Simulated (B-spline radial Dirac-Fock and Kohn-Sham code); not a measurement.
## Dipole and non-dipole photoemission parameters of As 3p1/2

System: the As atom in the configuration [Ar] 3d10 4s2 4p3; threshold 146.2 eV (tabulated edge). Calculated with a B-spline atomic structure program, using Dirac-Hartree-Slater photoionisation with a Latter tail; cross sections with all multipoles, angular parameters from the dipole term and its interference with E2.

```tsv
hν (eV)	σ (kb)	β	γ	δ
193	185	-0.083	-0.071	0.084
200	193	0.093	-0.022	0.079
301	214	1.163	0.193	0.019
400	175	1.424	0.090	0.004
479	143	1.514	0.027	0.001
495	137	1.526	0.018	0.000
553	118	1.560	-0.007	0.000
640	95.3	1.590	-0.022	0.000
694	83.7	1.601	-0.023	0.001
1000	43.5	1.612	0.041	0.004
1140	33.5	1.603	0.086	0.005
3040	3.27	1.397	0.662	0.033
4330	1.24	1.275	0.916	0.056
4520	?	?	?	?
4580	1.06	1.254	0.957	0.061
5414.7	0.654	1.189	1.077	0.077
6490	0.383	1.115	1.205	0.098
7130	0.288	1.076	1.270	0.110
9251.7	0.129	0.964	1.446	0.149
12000	0.0562	0.850	1.613	0.198
13000	0.0434	0.815	1.661	0.215
```

Problem. Give the values at 4520 eV.

Solution. σ = 1.10 kb, β = 1.259, γ = 0.947, δ = 0.060.
